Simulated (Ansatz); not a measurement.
Consider the ligand exchange at the Si–O bond: `[SiH3][O][In]([Cl])[Cl]` + `O[SiH](Br)O[SiH3]` → `[SiH3]O[SiH](Br)O[SiH3]` + `[OH][In]([Cl])[Cl]`.

Computed with Ansatz on PBE0-D4/def2-TZVP structures; ΔE is electronic, products minus reactants. CBS: MP2 limit from def2 TZ/QZ plus the TZ coupled-cluster correction, frozen cores. Functionals use def2-TZVPP. def2 core potentials past Kr. For Br, In outer-core shells are correlated without core-valence functions, which leaves a few kJ/mol of doubt a bond. Scalar relativity is left out up to krypton. Each species was taken in one conformer, which may not be the lowest.

```json
{"level": "r2SCAN", "ΔE (kJ/mol)": "-6.4"}
{"level": "MP2/def2-TZVPP", "ΔE (kJ/mol)": "-5.0"}
```

Task: What does CCSD(T)/CBS give? (Best estimate.)

Result: Ansatz gave: -5.4 kJ/mol. The listed levels differ from it by -1.0, 0.4 kJ/mol.

Largest T1 diagnostic among the species: 0.014.

In def2-TZVPP, CCSD(T) changes the Hartree–Fock value by −3.2 kJ/mol (the triples alone add −0.3 kJ/mol) and MP2 by −3.1 kJ/mol. The D4 term adds −4.8 kJ/mol with B3LYP and −2.9 kJ/mol with PBE0; it sums over pairs of atoms, weighted by their polarisabilities, and B3LYP, whose exchange is more repulsive, gets the larger term.

B3LYP here is the variant with VWN-RPA as its local correlation; programs differ in this.
